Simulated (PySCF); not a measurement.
# Cs⁺ (caesium, charge +1) across methods

[Xe], closed-shell 1S. Computed with PySCF 2.14 in aug-cc-pwCVTZ-X2C with one added diffuse shell each of s, p, d, f type (12s11p9d5f, 125 functions), with the spin-free X2C one-electron Hamiltonian (Gaussian nucleus).

```
method  E (hartree)  mean ε 4d (eV)  mean ε 5s (eV)  mean ε 5p (eV)  Σ⟨r²⟩ (bohr²)   ⟨S²⟩
  PBE0     -7785.64         -83.336         -34.354         -20.142          50.82  0.000
r2SCAN     -7785.99         -80.939         -32.680         -19.092          50.83  0.000
   PBE     -7785.55         -79.539         -31.887         -18.668          50.91  0.000
   M06     -7786.13         -83.500         -33.955         -19.941          50.92  0.000
  BLYP     -7786.26         -79.317         -31.726         -18.468          51.11  0.000
   UHF  -7782.97524         -93.433         -40.529         -23.449          51.22  0.000
   LDA     -7779.12         -79.622         -32.133         -18.831          50.86  0.000
revPBE     -7785.84         -79.498         -31.836         -18.632          50.87  0.000
```

Spin-orbit coupling, which splits the p, d and f shells strongly at this Z, is absent.
